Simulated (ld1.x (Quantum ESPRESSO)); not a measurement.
Varying the RRKJ potential for Ag

Base potential:

ld1.x (Quantum ESPRESSO) 7.5 input, shortened:

```
&input
   title='Ag', zed=47., rel=2, dft='PZ', iswitch=3,
   config='[Kr] 4d10 5s1 5p0', rel_dist='average'
 /
 &inputp
   pseudotype=2, tm=.false., rho0=0.02, lloc=0,
   nlcc=.true., new_core_ps=.true., rcore=1.10
 /
3
4P  2  1   6.00   0.00  1.40  1.40  0.0
4D  3  2  10.00   0.00  1.30  1.30  0.0
5S  1  0   1.00   0.00  2.70  2.70  0.0
 &test
   configts(1)='4p6 4d10 5s1 5p0'
 /
```

Open shells are filled in proportion to 2j + 1 (rel_dist='average').

All-electron outer shells of the reference configuration (LDA (PZ), scalar-relativistic, ld1.x):

```tsv
shell	level (eV)	outermost node (bohr)	outermost maximum (bohr)
3d	-358.91	–	0.27
4s	-95.08	0.44	0.82
4p	-58.67	0.44	0.87
4d	-7.66	0.43	1.04
5s	-4.72	1.11	2.49
5p	-0.85	1.25	3.67
```

Cutoffs, loose and tight: the cutoffs (Ry, on a coarse ladder) from which the occupation-weighted sum of valence levels, in a spherical-Bessel basis at the reference potential, stays within 10 and 1 mRy of its value at 400 Ry. They do not see the model core or the augmentation charge, which bear on the density cutoff. Test errors are all-electron minus pseudo excitation energies from the reference, over the configurations 4p6 4d10 5s0 5p0; 4p6 4d9 5s0 5p0; 4p6 4d8 5s0 5p0; 4p6 4d9 5s1 5p0; 4p6 4d7 5s0 5p0; 4p6 4d10 5s0 5p1; 4p6 4d10 5s0.5 5p0. A dash means not determined; rows that change the core or the reference have their own tests.

```tsv
change	outcome	cutoff, loose	cutoff, tight	bound ghosts	largest test error (meV)
base	generated	70 Ry	120 Ry	none	-1111
wave 5s (bound): rc 2.70 bohr becomes 5s (bound): rc 1.90 bohr	generated	70 Ry	120 Ry	none	-1003
wave 5s (bound): rc 2.70 bohr becomes 5s (bound): rc 2.28 bohr	generated	70 Ry	120 Ry	none	-1021
wave 5s (bound): rc 2.70 bohr becomes 5s (bound): rc 2.78 bohr	generated	70 Ry	120 Ry	none	-1144
wave 5s (bound): rc 2.70 bohr becomes 5s (bound): rc 3.08 bohr	generated	70 Ry	120 Ry	none	-1334
wave 5s (bound): rc 2.70 bohr becomes 5s (bound): rc 3.52 bohr	generated	70 Ry	120 Ry	none	-1702
wave 5s (bound): rc 2.70 bohr becomes 5s (bound): rc 3.94 bohr	generated	70 Ry	120 Ry	none	-2180
```

Reading the sweep of the s radius (base included, trends over the rows without a ghost): The loose cutoff stays near 70 Ry. The median size of the test errors (rows with all tests solved) rises from 77.1 meV at 1.9 to 320.0 meV at 3.94 bohr. More of the atom is replaced by a form fitted at one configuration, so other configurations suffer as the radius grows.
